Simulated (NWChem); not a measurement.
The numbers come from NWChem runs, not from measurements. System: H₂O₂Sn, charge 0, spin multiplicity 1, at a geometry optimised with PBE/def2-SVP with def2 effective core potentials on Sn. The structure started from a generated list of species. Level: G0W0@PBE0/def2-TZVP with def2 effective core potentials on Sn, RI basis def2-tzvp-rifit, no spin-orbit coupling.

NWChem printed:

```
             Northwest Computational Chemistry Package (NWChem) 7.3.0
             --------------------------------------------------------

                                NWChem Input Module
                                -------------------

 Scaling coordinates for geometry "geometry" by  1.889725989
 (inverse scale =  0.529177249)

 Turning off AUTOSYM since
 SYMMETRY directive was detected!

                             Geometry "geometry" -> ""
                             -------------------------

 Output coordinates in angstroms (scale by  1.889725989 to convert to a.u.)

  No.       Tag          Charge          X              Y              Z
 ---- ---------------- ---------- -------------- -------------- --------------
    1 Sn                  50.0000    -0.38377700    -0.02473200     0.00000000
    2 O                    8.0000     0.84897800     1.57385100     0.00000000
    3 H                    1.0000     1.77141300     1.24067800     0.00000000
    4 O                    8.0000     1.20915900    -1.29474500     0.00000000
    5 H                    1.0000     0.95234400    -2.23693100     0.00000000

 Effective nuclear repulsion energy (a.u.)     252.8347445023

            Nuclear Dipole moment (a.u.)
            ----------------------------
        X                 Y               Z
 ---------------- ---------------- ----------------
     0.0000056692    -0.0000094486     0.0000000000

      Symmetry information
      --------------------

 Group name             Cs
 Group number              2
 Group order               2
 No. of unique centers     5

      Symmetry unique atoms

     1    2    3    4    5


 Summary of "ao basis" -> "" (spherical)
 ------------------------------------------------------------------------------
       Tag                 Description            Shells   Functions and Types
 ---------------- ------------------------------  ------  ---------------------
 *                         def2-tzvp                  on all atoms

 Summary of "ri basis" -> "" (spherical)
 ------------------------------------------------------------------------------
       Tag                 Description            Shells   Functions and Types
 ---------------- ------------------------------  ------  ---------------------
 *                      def2-tzvp-rifit               on all atoms

                                 NWChem DFT Module
                                 -----------------

 Summary of "ao basis" -> "ao basis" (spherical)
 ------------------------------------------------------------------------------
       Tag                 Description            Shells   Functions and Types
 ---------------- ------------------------------  ------  ---------------------
 Sn                        def2-tzvp                16       50   6s5p3d2f
 O                         def2-tzvp                11       31   5s3p2d1f
 H                         def2-tzvp                 4        6   3s1p

 Summary of "ao basis" -> "ao basis" (spherical)
 ------------------------------------------------------------------------------
       Tag                 Description            Shells   Functions and Types
 ---------------- ------------------------------  ------  ---------------------
 Sn                        def2-tzvp                16       50   6s5p3d2f
 O                         def2-tzvp                11       31   5s3p2d1f
 H                         def2-tzvp                 4        6   3s1p

      Symmetry analysis of basis
      --------------------------

        a'         85
        a"         39

            General Information
            -------------------
          SCF calculation type: DFT
          Wavefunction type:  closed shell.
          No. of atoms     :     5
          No. of electrons :    40
           Alpha electrons :    20
            Beta electrons :    20
          Charge           :     0
          Spin multiplicity:     1
          Use of symmetry is: on ; symmetry adaption is: on
          Maximum number of iterations: 100
          This is a Direct SCF calculation.
          AO basis - number of functions:   124
                     number of shells:    46
          Convergence on energy requested:  1.00D-06
[...]
  ----- ------------  ---------------      ----- ------------  ---------------
    95      0.340900  4 O  pz                98      0.289425  4 O  pz
    58      0.253615  2 O  pz               101      0.230772  4 O  pz
    61      0.216523  2 O  pz                64      0.169220  2 O  pz
    18      0.128118  1 Sn pz                12     -0.124900  1 Sn pz
    15      0.113956  1 Sn pz                25      0.062198  1 Sn d  1

 Vector   19  Occ=2.000000D+00  E=-3.039607D-01  Symmetry=a"
              MO Center=  9.6D-01,  4.7D-01, -3.4D-16, r^2= 2.7D+00
   Bfn.  Coefficient  Atom+Function         Bfn.  Coefficient  Atom+Function
  ----- ------------  ---------------      ----- ------------  ---------------
    58      0.363997  2 O  pz                61      0.308937  2 O  pz
    95     -0.286165  4 O  pz                64      0.251104  2 O  pz
    98     -0.241178  4 O  pz               101     -0.206338  4 O  pz
    23     -0.071891  1 Sn d -1              33      0.045635  1 Sn d -1
    38      0.026283  1 Sn f -2

 Vector   20  Occ=2.000000D+00  E=-2.784668D-01  Symmetry=a'
              MO Center= -1.1D-01, -8.0D-02,  3.2D-15, r^2= 3.5D+00
   Bfn.  Coefficient  Atom+Function         Bfn.  Coefficient  Atom+Function
  ----- ------------  ---------------      ----- ------------  ---------------
     6      0.412030  1 Sn s                  5      0.385496  1 Sn s
     2      0.301000  1 Sn s                 93      0.253234  4 O  px
     3     -0.249030  1 Sn s                 10      0.224114  1 Sn px
    16     -0.222095  1 Sn px                96      0.214704  4 O  px
    13     -0.206126  1 Sn px                 1     -0.190025  1 Sn s

 Vector   21  Occ=0.000000D+00  E=-7.764126D-02  Symmetry=a"
              MO Center= -4.3D-01, -4.5D-02,  1.7D-15, r^2= 3.8D+00
   Bfn.  Coefficient  Atom+Function         Bfn.  Coefficient  Atom+Function
  ----- ------------  ---------------      ----- ------------  ---------------
    18      0.514472  1 Sn pz                21      0.373744  1 Sn pz
    12     -0.330751  1 Sn pz                15      0.301353  1 Sn pz
    64     -0.146622  2 O  pz               101     -0.145850  4 O  pz
    58     -0.140481  2 O  pz                95     -0.136975  4 O  pz
    61     -0.111164  2 O  pz                98     -0.108685  4 O  pz

 Vector   22  Occ=0.000000D+00  E=-2.126442D-02  Symmetry=a'
              MO Center= -5.9D-01, -3.0D-01,  1.7D-15, r^2= 5.6D+00
   Bfn.  Coefficient  Atom+Function         Bfn.  Coefficient  Atom+Function
  ----- ------------  ---------------      ----- ------------  ---------------
    20      0.700958  1 Sn py                92      0.260806  4 O  s
    14      0.244549  1 Sn py                11     -0.234142  1 Sn py
    17      0.198997  1 Sn py                32     -0.192071  1 Sn d -2
     6     -0.147314  1 Sn s                 93     -0.138714  4 O  px
    16     -0.132281  1 Sn px               121     -0.132095  5 H  s

 Vector   23  Occ=0.000000D+00  E= 9.339254D-03  Symmetry=a'
              MO Center= -2.3D-01, -1.2D-01, -3.5D-15, r^2= 7.0D+00
   Bfn.  Coefficient  Atom+Function         Bfn.  Coefficient  Atom+Function
  ----- ------------  ---------------      ----- ------------  ---------------
    19      0.865009  1 Sn px                92     -0.406950  4 O  s
    55     -0.313663  2 O  s                121      0.307585  5 H  s
     6      0.252438  1 Sn s                  5      0.249337  1 Sn s
    20      0.195568  1 Sn py                13      0.192982  1 Sn px
     2      0.171546  1 Sn s                 10     -0.169089  1 Sn px

 center of mass
 --------------
 x =  -0.11921514 y =   0.00677083 z =   0.00000000

 moments of inertia (a.u.)
 ------------------
         261.035209537483           8.740796723837           0.000000000000
           8.740796723837         199.091281599003           0.000000000000
           0.000000000000           0.000000000000         460.126491136486

     Multipole analysis of the density
     ---------------------------------

     L   x y z        total         alpha         beta         nuclear
     -   - - -        -----         -----         ----         -------
     0   0 0 0      0.000000    -20.000000    -20.000000     40.000000

     1   1 0 0     -0.784541    -10.545541    -10.545541     20.306540
     1   0 1 0     -0.853901     -1.081260     -1.081260      1.308618
     1   0 0 1     -0.000000     -0.000000     -0.000000      0.000000

     2   2 0 0    -27.232079    -57.803963    -57.803963     88.375848
     2   1 1 0      0.523302      3.045049      3.045049     -5.566795
     2   1 0 1     -0.000000     -0.000000     -0.000000      0.000000
     2   0 2 0    -27.597138    -84.833416    -84.833416    142.069693
     2   0 1 1      0.000000      0.000000      0.000000      0.000000
     2   0 0 2    -25.188369    -12.594185    -12.594185      0.000000

 Task  times  cpu:       12.3s     wall:       12.3s

                                NWChem Input Module
                                -------------------

                                 NWChem GW Module
                                 ----------------

                             ***********************
                             ***        GW       ***
                             ***********************

 Summary of "ri basis" -> "ri basis" (spherical)
 ------------------------------------------------------------------------------
       Tag                 Description            Shells   Functions and Types
 ---------------- ------------------------------  ------  ---------------------
 Sn                     def2-tzvp-rifit             38      184   9s8p8d6f4g3h
 O                      def2-tzvp-rifit             22       76   8s6p4d3f1g
 H                      def2-tzvp-rifit              7       15   4s2p1d

                 Memory Information
                 ------------------
          Available GA per process is          1699.9 MBs
          Available stack per process is        700.0 MBs
          Available heap per process is           0.1 MBs

          Peak memory in Initialization
              Peak GA per process is                  8.7 MBs
              Peak stack per process is               0.2 MBs
              Peak heap per process is                9.2 MBs
              Memory not in MA per process            0.0 MBs

          Peak memory in AFF Calculation
              Peak GA per process is                 46.3 MBs
              Peak stack per process is              33.0 MBs
              Peak heap per process is                0.0 MBs
              Memory not in MA per process           33.0 MBs

          Computing 2-center integrals
          Computing Inverse Cholesky factor
          Computing 3-center integrals
          Computing V_xc ...

          Computing Sigma_x
          Computing RPA polarizability
          Solving quasiparticle equations

                  Alpha Orbitals
          State     Energy (eV)     Error (eV)
          -----------------------------------
@GW        17        -10.942           0.004
@GW        18        -10.719           0.004
@GW        19        -10.046           0.004
@GW        20         -9.591           0.004
@GW        21         -0.115           0.004
@GW        22          1.229           0.004

   Applying  -2.0138 eV scissor-shift to rest of particle states

   Applying   1.9981 eV scissor-shift to rest of hole states

     GW Timing Statistics
   ------------------------
   Init.   :          0.1s
     ERIs  :          0.9s
     Distr.:          0.0s
     Vxc   :          1.4s
   Sigma_x :          0.0s
   RPA     :          1.4s
   Wmn     :          0.0s
   Sigma_c :          0.0s
   GW total:          3.9s

 Task  times  cpu:        3.9s     wall:        3.9s

 Total times  cpu:       16.2s     wall:       16.2s
```

Problem. Write an NWChem input that would produce this output.

Solution. Several could match; the one computed here: 
```
start mol
memory heap 200 mb stack 700 mb global 1700 mb
geometry units angstroms nocenter noautoz
  Sn    -0.383777    -0.024732     0.000000
  O      0.848978     1.573851     0.000000
  H      1.771413     1.240678     0.000000
  O      1.209159    -1.294745     0.000000
  H      0.952344    -2.236931     0.000000
  symmetry group Cs
end
basis spherical
  * library def2-tzvp
end
ecp
  Sn library def2-ecp
end
basis "ri basis" bse spherical
  * library def2-tzvp-rifit
end
dft
  xc pbe0
  iterations 100
  direct
  tolerances tight
end
task dft energy
gw
  states alpha occ 4 vir 2
end
task dft gw
```
